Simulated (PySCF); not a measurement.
## Why did this PySCF run fail?

```python
from pyscf import gto, scf, cc

mol = gto.M(
    atom='Ca 0 0 0; N 0 0 2.245',
    basis='def2-svp',
    charge=0,
    spin=3,
    symmetry=True,
    verbose=4,
)
mf = scf.UHF(mol)
mf.level_shift = -0.2
mf.kernel()
mycc = cc.CCSD(mf)
mycc.kernel()
e = mycc.eaccsd(nroots=6)[0]
print('roots (eV) =', (e*27.211386).round(3))
mf.dip_moment()
print('orbital energies (hartree):', [e[max(0, n-3):n+3].round(4) for e, n in zip(mf.mo_energy, mol.nelec)])
```

```bash
$ python input.py
```

The log, shortened:

```
[earlier lines left out]
cycle = 5  E_corr(UCCSD) = -0.290104094931453  dE = 0.000361308507  norm(t1,t2) = 0.0128102
cycle = 6  E_corr(UCCSD) = -0.291095454771887  dE = -0.00099135984  norm(t1,t2) = 0.00799748
cycle = 7  E_corr(UCCSD) = -0.291314718502818  dE = -0.000219263731  norm(t1,t2) = 0.00424393
cycle = 8  E_corr(UCCSD) = -0.291004207155162  dE = 0.000310511348  norm(t1,t2) = 0.002443
cycle = 9  E_corr(UCCSD) = -0.29109789006828  dE = -9.36829131e-05  norm(t1,t2) = 0.0012268
cycle = 10  E_corr(UCCSD) = -0.291134295019498  dE = -3.64049512e-05  norm(t1,t2) = 0.000512454
cycle = 11  E_corr(UCCSD) = -0.29113331176619  dE = 9.83253308e-07  norm(t1,t2) = 0.000156606
cycle = 12  E_corr(UCCSD) = -0.291137540410692  dE = -4.2286445e-06  norm(t1,t2) = 9.58095e-05
cycle = 13  E_corr(UCCSD) = -0.291137007945572  dE = 5.3246512e-07  norm(t1,t2) = 3.38818e-05
cycle = 14  E_corr(UCCSD) = -0.291137616861315  dE = -6.08915742e-07  norm(t1,t2) = 1.79555e-05
cycle = 15  E_corr(UCCSD) = -0.291138001630049  dE = -3.84768734e-07  norm(t1,t2) = 9.83064e-06
cycle = 16  E_corr(UCCSD) = -0.29113798626242  dE = 1.53676289e-08  norm(t1,t2) = 6.48032e-06
cycle = 17  E_corr(UCCSD) = -0.291137883760206  dE = 1.02502215e-07  norm(t1,t2) = 4.40982e-06
cycle = 18  E_corr(UCCSD) = -0.291137716517651  dE = 1.67242554e-07  norm(t1,t2) = 2.13191e-06
cycle = 19  E_corr(UCCSD) = -0.291137660947295  dE = 5.55703565e-08  norm(t1,t2) = 8.37077e-07
UCCSD converged
E(UCCSD) = -731.2281290484638  E_corr = -0.2911376609472945

******** <class 'pyscf.cc.eom_uccsd.EOMEA'> ********
max_space = 20
max_cycle = 50
conv_tol = 1e-07
partition = None
EOM-CCSD root 0 E = -0.0233532375770149  qpwt = 0.870537  conv = True
EOM-CCSD root 1 E = 0.02040281949941021  qpwt = 0.780083  conv = True
EOM-CCSD root 2 E = 0.02040284013289431  qpwt = 0.780084  conv = True
EOM-CCSD root 3 E = 0.05378778420355691  qpwt = 0.89635  conv = True
EOM-CCSD root 4 E = 0.05378778420355747  qpwt = 0.89635  conv = True
EOM-CCSD root 5 E = 0.06199668261129417  qpwt = 0.431233  conv = True
roots (eV) = [-0.635  0.555  0.555  1.464  1.464  1.687]
Dipole moment(X, Y, Z, Debye):  0.00000,  0.00000,  1.03984
orbital energies (hartree): [array([-0.4594, -0.4142, -0.2693, -0.138 , -0.138 , -0.1179]), array([-1.3377, -0.7158, -0.3166, -0.1575, -0.113 , -0.113 ])]
```

Q: Which setting is at fault, why, and what does a mended input give?

A: The level shift (hartree) (-0.2): a negative shift narrows the gap and lets the occupation swap. With this edit
```diff
- mf.level_shift = -0.2
```
the run finishes: E(SCF) = -730.993782 Eh, 13 cycles, E(CCSD) − E(SCF) = -0.23458 Eh, ⟨S²⟩ = 3.761, μz(SCF) = -4.58 D, attachment roots -0.700, 0.855, 1.354, 1.354, 1.599, 1.761 eV.

The bond length is a typed value, not an optimised one. Positive EA roots mean that the added electron is unbound. No search for the lowest solution was made.
